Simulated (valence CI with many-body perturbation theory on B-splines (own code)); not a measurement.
**Questions on V18+**

Method: relativistic CI+MBPT: three valence electrons over a frozen Dirac-Fock core [He], a basis of 9 s, 9 p, 8 d, 6 f, 3 g, 1 h functions for each j, with the one-electron correlation potential Σ1, the two-electron term Σ2, the three-electron term Σ3, Breit, model QED; selected CI, second order for the rest, scaled by the run's own slope (own B-spline code, finite nucleus).

No measured spectrum was set against this ion. As an estimate, levels of excited configurations hold to 0.05 to 0.15 % of their energy, terms of the ground configuration to about 0.5 %.

Names give the largest LS component (configuration and term), which can be under half, so a name can repeat, a term be missing and a line seem to break the LS rules; names also repeat where a configuration has a term twice.

Rates and lifetimes use the calculated energies. Strong lines usually hold to 10 to 20 %, long lifetimes can be off by a factor of two.

Q: What is the ground level?

A: 2s2.2p 2P°_1/2, composition 98 % 2s2.2p 2P° + 2 % 2p3 2P°, g = 0.662.

Q: Name the longest-lived excited levels whose lifetime is computed, and their main decay.

A: 2s2.2p 2P°_3/2 at 0.625 Ry lives 344 μs, mostly by M1 to 2s2.2p 2P°_1/2; 2s.2p2 4P_3/2 at 3.292 Ry lives 242 ns, mostly by E1 to 2s2.2p 2P°_3/2; 2s.2p2 4P_5/2 at 3.592 Ry lives 43.4 ns, mostly by E1 to 2s2.2p 2P°_3/2.

Q: What is the ionisation energy?

A: 1354.3 eV; NIST lists 1354.2 ± 0.5 eV (semi-empirical).

Q: How well does LS coupling describe the low levels?

A: Among the lowest 20 levels the leading LS term, summed over configurations, holds 93 % on average. For single configurations the figures are 91 % in LS and 77 % in jj coupling. Terms mix most in the J = 1/2 level at 7.191 Ry, where the leading one holds 50 %.

Q: Where does the other parity begin?

A: At 2s.2p2 4P_1/2, 3.023 Ry.

Q: How is the term 2P° of the ground level split?

A: J = 1/2 at 0.000, J = 3/2 at 0.625 Ry.

Q: What are the static dipole polarisabilities of the lowest levels?

A: 2s2.2p 2P°_1/2 0.0201; 2s2.2p 2P°_3/2 0.0202 (tensor 0.0018) bohr³, of which the core gives 3.33e-05.
